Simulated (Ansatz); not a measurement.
Two isomers of C3H6SSi: A = `C[SiH]1C=CS1`, B = `[SiH3]C1C=CS1`.

Calculated with Ansatz (gas phase, PBE0-D4/def2-TZVP geometries, no zero-point term in ΔE). CBS: MP2 limit from def2 TZ/QZ plus the TZ coupled-cluster correction, frozen cores. DFT in def2-TZVPP. B3LYP here is the variant with VWN-RPA as its local correlation; programs differ in this.

A:

```xyz
11

C    -0.255   -1.465    1.079
Si    0.626   -0.251   -0.018
C     0.038    1.495   -0.100
C    -0.342    1.421   -1.385
S    -0.066   -0.194   -2.083
H     0.022   -1.300    2.124
H    -1.336   -1.354    0.981
H     0.018   -2.490    0.815
H     2.098   -0.441    0.074
H    -0.031    2.377    0.523
H    -0.771    2.201   -2.010
```

B:

```xyz
11

Si    0.334    0.068   -1.608
C    -0.718    0.064   -0.046
C    -0.141   -0.715    1.093
C     0.199    0.294    1.904
S    -0.400    1.613    0.910
H    -0.140    1.126   -2.538
H     1.747    0.303   -1.225
H     0.212   -1.249   -2.293
H    -1.783   -0.082   -0.243
H    -0.011   -1.785    1.187
H     0.702    0.362    2.859
```

Problem. Which isomer does CCSD(T)/CBS put lower? Give the gap. (An estimate is asked.)

Solution. The calculation gave: A, by 36.8 kcal/mol.

Problem. Give E(B) − E(A) in kcal/mol with MP2/def2-TZVPP, BLYP-D4, CCSD(T)/def2-SVP, B3LYP, LDA (SPW92), B3LYP-D4, HF/def2-TZVPP. (An estimate is asked.)

Solution. The calculation gave: MP2/def2-TZVPP 36.6, BLYP-D4 35.4, CCSD(T)/def2-SVP 32.2, B3LYP 37.1, LDA (SPW92) 35.1, B3LYP-D4 36.7, HF/def2-TZVPP 38.3. None reverses the order clearly.

Problem. Does the order hold for the free energy at 298.15 K (harmonic terms from PBE0-D4)? (Estimate.)

Solution. Computed: Yes: G(B) − G(A) = +34.5 kcal/mol.

Largest T1 diagnostic: 0.013.

At CCSD(T), def2-SVP lies −4.6 kcal/mol from the extrapolated value and def2-TZVPP −0.6 kcal/mol. From BLYP to BHLYP (50 % exact exchange), in def2-TZVPP and without D4, E(B) − E(A) moves by +2.0 kcal/mol.
